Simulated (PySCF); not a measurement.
# Sulfur: highly charged ions in a basis for the neutral atom

S(6+) [Ne], S(7+) [He] 2s2 2p5. Calculation: PySCF 2.14, in x2c-TZVPall (5s5p2d1f, 37 functions); the spin-free X2C one-electron Hamiltonian (Gaussian nucleus). No spin-orbit coupling, so a gap to NIST mixes the basis error with missing relativistic terms.

Changed run: basis of the neutral atom used for a highly charged ion. This setting is unsound on purpose.

| species | method | sound run (hartree) | changed run (hartree) | converged |
| --- | --- | --- | --- | --- |
| S(6+) | UHF | not run | -388.62376 | yes |
| S(6+) | LDA | not run | -387.60815 | yes |
| S(6+) | r2SCAN | not run | -389.02831 | yes |
| S(7+) | UHF | not run | -378.33557 | yes |
| S(7+) | LDA | not run | -377.26124 | yes |
| S(7+) | r2SCAN | not run | -378.68172 | yes |

Ionisation energy of S(6+):

```
method  changed run (eV)  NIST (eV)
   UHF            279.96     280.95
   LDA            281.55     280.95
r2SCAN            281.54     280.95
```

The contracted functions were made for the neutral atom and can be too rigid for a highly charged ion.
